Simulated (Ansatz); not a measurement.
`C=CCN([SiH3])C(C)C`. The species carries charge 0 and has multiplicity 1. The structure was optimised at the PBE0-D4/def2-TZVP level. It is one conformer, not always the lowest.

```xyz
23

C     2.045    2.230   -1.377
C     1.650    1.095   -0.819
C     0.545    0.989    0.184
N    -0.501    0.063   -0.230
Si   -1.765    0.615   -1.253
C    -0.631   -1.193    0.501
C    -1.073   -0.993    1.947
C     0.636   -2.034    0.418
H     2.849    2.260   -2.103
H     1.572    3.175   -1.126
H     2.124    0.157   -1.099
H     0.956    0.655    1.143
H     0.138    1.990    0.376
H    -1.208    1.586   -2.229
H    -2.350   -0.562   -1.949
H    -2.881    1.307   -0.533
H    -1.424   -1.753   -0.010
H    -1.234   -1.956    2.439
H    -0.319   -0.453    2.525
H    -2.005   -0.425    1.992
H     0.910   -2.217   -0.622
H     0.489   -2.997    0.913
H     1.476   -1.539    0.912
```

**Question.** What is the dipole moment at r2SCAN/def2-TZVPP? (Best estimate.)

**Answer.** Computed: 1.27 D, with components (0.50, -0.68, 0.95) D in this frame, pointing from negative to positive charge.

**Question.** And with PBE, B3LYP, ωB97M-V? (Estimate.)

**Answer.** The calculation gave: PBE 1.25 D, B3LYP 1.21 D, ωB97M-V 1.22 D.

**Question.** Give the Mulliken charges with r2SCAN, PBE, ωB97M-V in def2-TZVPP. (An estimate is asked.)

**Answer.** The calculation gave: 
| atom | r2SCAN | PBE | ωB97M-V |
| --- | --- | --- | --- |
| C1 | -0.20 | -0.20 | -0.21 |
| C2 | -0.12 | -0.13 | -0.08 |
| C3 | 0.06 | 0.00 | -0.18 |
| N4 | -0.24 | -0.14 | -0.21 |
| Si5 | 0.31 | 0.20 | 0.20 |
| C6 | 0.20 | 0.10 | -0.05 |
| C7 | -0.18 | -0.26 | -0.28 |
| C8 | -0.19 | -0.26 | -0.31 |
| H9 | 0.08 | 0.09 | 0.10 |
| H10 | 0.06 | 0.07 | 0.08 |
| H11 | 0.07 | 0.08 | 0.10 |
| H12 | 0.04 | 0.06 | 0.12 |
| H13 | 0.05 | 0.07 | 0.11 |
| H14 | -0.07 | -0.05 | -0.02 |
| H15 | -0.08 | -0.06 | -0.03 |
| H16 | -0.10 | -0.08 | -0.05 |
| H17 | 0.00 | 0.04 | 0.08 |
| H18 | 0.04 | 0.07 | 0.10 |
| H19 | 0.04 | 0.07 | 0.10 |
| H20 | 0.05 | 0.08 | 0.11 |
| H21 | 0.05 | 0.08 | 0.11 |
| H22 | 0.04 | 0.08 | 0.11 |
| H23 | 0.04 | 0.07 | 0.10 |

B3LYP here is the variant with VWN-RPA as its local correlation; programs differ in this.
